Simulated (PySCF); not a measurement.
# Te³⁺ (tellurium, charge +3) across methods

[Kr] 4d10 5s2 5p1, 2P determinant. Calculation: PySCF 2.14, in aug-cc-pVTZ-PP with one added diffuse shell each of d, f type with ECP28MDF (6s5p5d3f, 67 functions); scalar relativity through the core potential.

| method | E (hartree) | mean ε 5s α (eV) | mean ε 5s β (eV) | mean ε 5p α (eV) | Σ⟨r²⟩ (bohr²) | ⟨S²⟩ |
| --- | --- | --- | --- | --- | --- | --- |
| LDA | -265.5410 | -43.580 | -42.817 | -32.167 | 30.66 | 0.751 |
| r2SCAN0 | -266.0245 | -44.897 | -43.455 | -33.660 | 30.66 | 0.754 |
| PBE0 | -265.9683 | -44.589 | -43.312 | -33.346 | 30.68 | 0.752 |
| UHF | -265.05635 | -47.856 | -45.214 | -36.447 | 30.99 | 0.758 |
| PBE | -265.9529 | -43.172 | -42.292 | -32.059 | 30.67 | 0.751 |
| r2SCAN | -266.0509 | -43.546 | -42.414 | -32.489 | 30.62 | 0.753 |
| BHandHLYP | -265.9170 | -45.909 | -44.389 | -34.447 | 30.78 | 0.753 |
| M06 | -266.0468 | -44.530 | -44.009 | -32.944 | 30.69 | 0.751 |
| BLYP | -265.9275 | -43.108 | -42.372 | -31.904 | 30.70 | 0.751 |

Energies and moments cover only the electrons outside the core potential.
